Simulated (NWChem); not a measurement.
System: C2H9NSi; SMILES [SiH3][C@H](N)C

NWChem input:

```
start job
memory heap 200 mb stack 900 mb global 1100 mb
geometry units angstroms noautosym nocenter noautoz
  C     -1.222073     1.229855     0.102681
  C      0.017725     0.500274    -0.397494
  N      1.221173     1.162717     0.108305
  Si    -0.006155    -1.362178     0.025032
  H     -1.155281     2.300284    -0.148736
  H     -1.318357     1.153021     1.199105
  H     -2.143064     0.820384    -0.339809
  H      0.038515     0.584686    -1.499497
  H      2.064470     0.730501    -0.264910
  H      1.277429     1.073597     1.122881
  H      1.236348    -2.003991    -0.512485
  H      0.006014    -1.514795     1.516445
  H     -1.193525    -2.097371    -0.520308
end
basis spherical
  * library 6-31g*
end
dft
  xc m05-2x
  iterations 150
end
cosmo
  do_cosmo_smd true
  solvent meg
end
task dft energy
```

Geometry: optimised at PBE0/def2-SVP. Solvent: ethylene glycol.

Level: M05-2X/6-31G* with SMD (1 M gas to 1 M solution), gas-phase geometry. Reactions with the solvent are ignored.

Task: Give the results of this calculation. (M05-2X/6-31G* (spherical d), SMD on the gas-phase geometry.) Quantities: solvation free energy (kcal/mol); cavity-dispersion-structure term (kcal/mol); dipole in solution (D).

Result: 
```json
{
 "solvation free energy (kcal/mol)": "-2.7",
 "cavity-dispersion-structure term (kcal/mol)": "2.2",
 "dipole in solution (D)": "0.54"
}
```
